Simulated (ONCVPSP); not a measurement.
# P, ONCV: configuration errors across variants

```
Element                 : phosphorus
Generator               : ONCVPSP 4.0.1
Type                    : optimised norm-conserving Vanderbilt (ONCV)
Functional              : PBE
Relativity              : scalar-relativistic
Frozen core             : [He]
Valence charge          : 13
Reference configuration : 2s2 2p6 3s2 3p3
Partial waves           : 2s+3s: rc 0.95 bohr, ncon 5, nbas 8, qcut 9.8 1/bohr, 2 projectors; 2p+3p: rc 0.85 bohr, ncon 4, nbas 7, qcut 12.7 1/bohr, 2 projectors; d scattering state at 0.22 Ha: rc 0.90 bohr, ncon 3, nbas 7, qcut 9.3 1/bohr, 2 projectors, debl 2.6 Ha
Local potential         : polynomial inside 0.80 bohr (lpopt 5, dvloc0 3 Ha)
Core correction         : Teter function, fcfact 3, rcfact 1.3
```

All-electron excitation energies from the reference (eV): (1) 2s2 2p6 3s2 3p2 9.730; (2) 2s2 2p6 3s2 3p1 28.877; (3) 2s2 2p6 3s2 3p0 58.616; (4) 2s2 2p6 3s2 3p2.5 3.775.

1 further variants failed, have other tests or another functional or relativity, and are left out.

Errors AE − PS in meV (a dash: test not solved or not reliable):

| change | (1) | (2) | (3) | (4) | bound ghosts | GHOST(+) flags above zero |
| --- | --- | --- | --- | --- | --- | --- |
| base | +0.6 | +3.4 | +12 | +0.2 | none | none |
| p: nbas 8 | +0.6 | +3.4 | +13 | +0.2 | none | none |
| p: rc 1.22 | +0.1 | +1.7 | +6.9 | 0.0 | none | none |
| p: rc 1.26 | 0.0 | +1.4 | +5.6 | -0.1 | none | none |
| local potential polynomial inside 0.80 bohr (lpopt 5, dvloc0 6.5 Ha) | +0.6 | +3.4 | +12 | +0.2 | none | none |

Question: Give the same row for: s: qcut 10.1; p: qcut 13.1; d: qcut 9.6.

Answer: +0.6, +3.3, +12, +0.2; bound ghosts: none; GHOST(+) flags above zero: none.
